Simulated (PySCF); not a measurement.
A GIAO shielding run with PySCF 2.14.0 with density-fitted response routines (density fitting, scalar relativity only through the core potential, gas phase) on `[S]=[W]([Cl])([Cl])([Cl])[Cl]`, Cl₄SW:

```
{"job": {"kind": "nmr", "xc": "PBE0", "basis": {"default": "pcSseg-1", "W": "def2-TZVP"}}, "charge": 0, "multiplicity": 1}
W      0.000081     0.000032     0.035401
S      0.003786    -0.010231     2.125208
Cl     2.223935     0.006324    -0.544254
Cl    -0.004976     2.227713    -0.529612
Cl    -2.225982    -0.001853    -0.535818
Cl     0.003167    -2.221986    -0.550925
```

Hardware: 1 thread of an Arm Neoverse V1, shared host. The job also computes population analyses, field gradients.

(1) How large is the calculation?

(2) How long does it take?

(3) And these other runs on the same molecule and hardware: GIAO shielding at wB97X-D/pcSseg-1 (def2-TZVP on W)?

Answers

(1) 98 electrons, 160 basis functions and 972 auxiliary functions.

(2) 20 s of wall time, with 13 SCF cycles and 6 response iterations. Times on a shared host scatter by some tens of per cent.

(3) wB97X-D/pcSseg-1 (def2-TZVP on W): 160 functions, 28 s.
